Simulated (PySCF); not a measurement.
Job file and geometry (Å, from GFN2-xTB) of an NMR shielding run on `InChI=1S/C4H10BFS/c1-4(2)7-3-5-6/h4-5H,3H2,1-2H3`, GIAO PBE0/pcSseg-1 NMR shielding, non-relativistic, gas phase (PySCF); density fitting, a coarse starting grid and PySCF grid level 2 are the driver's defaults:

```
$ OMP_NUM_THREADS=1 python probes_run.py task.json out

{"job": {"kind": "nmr", "xc": "PBE0", "basis": "pcSseg-1"}, "charge": 0, "multiplicity": 1}
C     -1.422039     1.331078     0.024385
C     -0.692045     0.002036    -0.066798
C     -1.624215    -1.182149     0.122353
S      0.615684    -0.070910     1.245124
C      2.050174     0.682703     0.371054
B      2.276026    -0.844742     0.123884
F      3.125814    -1.508025     0.920030
H     -1.929012     1.415610     0.982427
H     -2.161459     1.404498    -0.770617
H     -0.729324     2.163704    -0.073575
H     -0.165272    -0.081780    -1.019106
H     -2.390193    -1.178149    -0.650449
H     -1.071580    -2.116384     0.061178
H     -2.108746    -1.129297     1.094580
H      1.703402     1.366147    -0.393207
H      2.662978     1.191528     1.106092
H      1.852807    -1.433838    -0.800746
```

Question: Write the output of this run.

Answer: 
```
coarse grid: 14344 points
cycle   1  E = -680.7604273692  dE =  6.190e-01  |g| = 5.538e-01  |ddm| = 3.523e+00
cycle   2  E = -680.7262034391  dE =  3.422e-02  |g| = 7.566e-01  |ddm| = 1.115e+00
cycle   3  E = -680.8218196126  dE = -9.562e-02  |g| = 7.586e-02  |ddm| = 6.644e-01
cycle   4  E = -680.8228453971  dE = -1.026e-03  |g| = 2.660e-02  |ddm| = 7.502e-02
cycle   5  E = -680.8229947897  dE = -1.494e-04  |g| = 4.926e-03  |ddm| = 2.326e-02
cycle   6  E = -680.8230002063  dE = -5.417e-06  |g| = 2.230e-03  |ddm| = 8.428e-03
final grid: 133112 points
cycle   7  E = -680.8709160645  dE = -4.432e-05  |g| = 1.181e-02  |ddm| = 3.185e-02
cycle   8  E = -680.8708896602  dE =  2.640e-05  |g| = 1.556e-02  |ddm| = 2.459e-02
cycle   9  E = -680.8709509815  dE = -6.132e-05  |g| = 8.962e-04  |ddm| = 1.511e-02
cycle  10  E = -680.8709511939  dE = -2.124e-07  |g| = 2.064e-04  |ddm| = 1.230e-03
cycle  11  E = -680.8709512031  dE = -9.180e-09  |g| = 6.084e-05  |ddm| = 2.030e-04
cycle  12  E = -680.8709512038  dE = -7.708e-10  |g| = 2.460e-05  |ddm| = 7.901e-05
converged SCF energy = -680.8709512038

GIAO shielding tensors (ppm)
atom      isotropic    diamagn.    paramagn.     s11        s22        s33       span
  0 C      162.877     248.305     -85.428    143.732    158.577    186.320     42.588
  1 C      136.549     250.779    -114.230    111.968    127.029    170.648     58.680
  2 C      162.561     247.656     -85.095    143.748    156.894    187.042     43.293
  3 S      615.219    1059.719    -444.501    365.326    422.844   1057.485    692.159
  4 C      160.126     258.335     -98.209    132.293    165.983    182.102     49.809
  5 B       91.839     191.242     -99.403     75.854     90.100    109.564     33.710
  6 F      337.534     461.076    -123.542    204.778    330.521    477.303    272.525
  7 H       30.575      30.774      -0.199     27.215     28.489     36.021      8.805
  8 H       30.564      30.074       0.490     25.735     27.526     38.432     12.697
  9 H       30.220      31.114      -0.894     24.918     29.773     35.968     11.050
 10 H       29.897      34.336      -4.439     25.999     30.006     33.687      7.688
 11 H       30.488      29.786       0.702     25.796     27.464     38.204     12.408
 12 H       29.961      30.290      -0.328     24.609     29.238     36.037     11.428
 13 H       30.568      30.517       0.051     27.088     28.513     36.103      9.015
 14 H       30.219      33.089      -2.869     24.582     29.259     36.816     12.234
 15 H       29.820      30.796      -0.976     24.624     26.395     38.441     13.817
 16 H       27.822      30.810      -2.988     24.070     28.840     30.555      6.486
```

Size and cost of the density-fitted run: 176 basis functions, 43 s wall time on 1 thread of an Arm Neoverse N1, shared host; peak memory 0.8 GiB.
